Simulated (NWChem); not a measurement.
System: GaH3O; SMILES [GaH2][OH]

```xyz
5

Ga     0.0761     0.3179     0.0000
H      1.4455     1.0833     0.0000
H     -1.3970     0.8865     0.0000
O      0.2943    -1.4753     0.0000
H     -0.5524    -1.9584     0.0000
```
Atoms are numbered in this order, from 1.

All runs: NWChem. Pople sets run with spherical d functions. Geometry: optimised at PBE-D3(BJ)/def2-SVP. Vzz is the largest principal value of the second derivative of the potential at the nucleus (NWChem prints the opposite sign); η is the asymmetry. Non-relativistic.

For level Hartree-Fock/6-31G*:

| Quantity | Value |
|---|---|
| Vzz Ga1 (a.u.) | 2.688 |
| Vzz O4 (a.u.) | 1.371 |

**Question.** What are these values for level PBE0/6-31G*?

**Answer.** 
* **Vzz Ga1 (a.u.)**: 2.465
* **Vzz O4 (a.u.)**: 1.219
